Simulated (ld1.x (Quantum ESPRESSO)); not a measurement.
## What one change does to a pseudopotential (Mg, TM)

```json
{
 "Element": "Mg",
 "Generator": "ld1.x (Quantum ESPRESSO) 7.5",
 "Type": "norm-conserving Troullier–Martins (Kleinman–Bylander form)",
 "Functional": "PBE",
 "Relativity": "scalar-relativistic",
 "Frozen core": "[Ne]",
 "Valence charge": "2",
 "Reference configuration": "3s2 3p0",
 "Partial waves": "3s (bound): rc 2.35 bohr; 3p (bound, empty): rc 2.70 bohr; 3d channel at 0.05 Ry: rc 2.65 bohr",
 "Local potential": "the d channel",
 "Core correction": "Bessel-smoothed model core, default radius (core density twice the valence density)"
}
```

Change: functional PW91.

Cutoffs: the cutoffs (Ry, on a coarse ladder) from which the occupation-weighted sum of valence levels, in a spherical-Bessel basis at the reference potential, stays within 10 and 1 mRy of its value at 400 Ry; they do not see the model core or the augmentation charge, which bear on the density cutoff. Errors are all-electron minus pseudo energies relative to the spin-unpolarised reference configuration.

**Question.** Predict the effect on cutoff, ghosts and configuration errors.

**Answer.** The potential gets neither clearly harder nor softer (6 Ry and 18 Ry → 6 Ry and 18 Ry); of the 5 tests that both files solve, the error grows in 3 and shrinks in 1 by more than 15 % and 0.3 meV (median size 2.6 → 2.3 meV); neither file shows a bound ghost.

| quantity | base | changed |
| --- | --- | --- |
| cutoff, loose | 6 Ry | 6 Ry |
| cutoff, tight | 18 Ry | 18 Ry |
| bound ghosts | none | none |
| error for 3s1 3p0, meV [ΔE 7.96 → 7.99 eV] | +2.6 | +1.9 |
| error for 3s1.5 3p0, meV [ΔE 3.14 → 3.16 eV] | +0.7 | +0.6 |
| error for 3s1 3p1, meV [ΔE 3.49 eV] | -1.6 | -2.3 |
| error for 3s0 3p2, meV [ΔE 7.18 eV] | -8.7 | -12 |
| error for 3s0 3p1, meV [ΔE 12.33 → 12.35 eV] | -4.0 | -8.0 |
| s: phases at 2.96 bohr within 0.05 rad from the reference energy up to (Ry; the scan ends near 5) | 1.3 | 1.3 |
| p: phases at 2.96 bohr within 0.05 rad from the reference energy up to (Ry; the scan ends near 5) | 2.0 | 2.0 |
| d: phases at 2.96 bohr within 0.05 rad from the reference energy up to (Ry; the scan ends near 5) | 3.1 | 3.1 |
